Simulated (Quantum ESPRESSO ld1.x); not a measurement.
The numbers below are computed, except where a source is named.
Question: These are the eigenvalues of the occupied orbitals of an atom or ion with whole-number occupations (eV). Level of theory: Dirac Kohn-Sham, relativistic LDA (MacDonald-Vosko exchange, VWN5 correlation), spin-unpolarised, spherical densities, point nucleus (ld1.x of Quantum ESPRESSO 7.5).

1s1/2: -15854.5
2s1/2: -3796.57

Which element is it, and in what charge state? The configuration may be excited. Open shells, if any, are shared by 2j + 1.

Answer: Z = 35, bromine, charge +32: Br32+ in [He] 2s1. The 1s level, -582.64 hartree, gives Z - s = 34.1 by -(Z - s)^2/2, which with screening and relativity narrows Z to a few neighbours, and the depths must fix Z and the occupations together.
